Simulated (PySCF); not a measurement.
**Static response to an electric field**

Compound: H₇NOSi₂.
Geometry (PBE0-D3(BJ)/def2-SVP, Å), atoms numbered from 1 in this order:
```
atom  x, y, z in Å
O1    -2.5197    0.0610    0.4206
Si2   -1.1372   -0.8093    0.0978
N3     0.2871   -0.1657    0.8514
Si4    1.6638    0.6205    0.1299
H5    -2.5197    0.9787    0.1325
H6    -0.8346   -0.8376   -1.3639
H7    -1.4491   -2.1612    0.6307
H8     0.3192   -0.2551    1.8651
H9     1.4054    0.7141   -1.3366
H10    2.9337   -0.1371    0.3600
H11    1.8670    1.9986    0.6798
```

Level: CAM-B3LYP/def2-SVPD (PySCF), static field, nuclei fixed, core orbitals frozen in the response. The polarisability tensor in these axes (au):

```
x   73.02  5.19  0.18
y    5.19 63.31 -0.04
z    0.18 -0.04 59.77
```

Question: Give the principal values, the mean and the anisotropy Δα = √{½[(α1 − α2)² + (α2 − α3)² + (α1 − α3)²]}.

Answer: Principal values 59.76, 61.06 and 75.27 au; mean 65.37 au = 9.69 Å³ = 10.78 × 10⁻⁴⁰ C²·m²/J; Δα = 14.90 au (23 % of the mean).

Question: What is the dipole moment, and where does it point?

Answer: (0.78, 0.88, 0.26) D, 1.21 D in size, pointing from the negative to the positive side. Measured along this direction, the outermost atoms are H7 at the negative end and H11 at the positive end.

Question: Give the principal axes and the span of the nuclei along them.

Answer: Largest value along (0.92, 0.40, 0.01), where the nuclei span 4.92 Å; middle along (-0.40, 0.91, -0.08), 3.34 Å; least along (-0.04, 0.07, 1.00), 3.21 Å. 

Question: Find the Langevin capture rate constant for H3O+ (19.018 u) meeting this molecule (93.007 u), k = 2.342 × 10⁻⁹ cm³/s × √(α in Å³ / reduced mass in u).

Answer: The reduced mass is 15.79 u, so k = 1.83 × 10⁻⁹ cm³/s. The formula leaves out the permanent dipole, which adds to the capture rate.

Question: What are the principal values of the traceless quadrupole moment, Θ = ½Σq(3rr − r²1), about the centre of nuclear charge?

Answer: -8.46, 1.87, 6.60 D·Å. The values depend on the origin, since the dipole doesn't vanish. The electronic extent ⟨r²⟩ about the same centre is 691 bohr², a root-mean-square distance of 1.97 Å for the 50 electrons.

Isolated species at its PBE0-D3(BJ)/def2-SVP geometry (one conformer only).
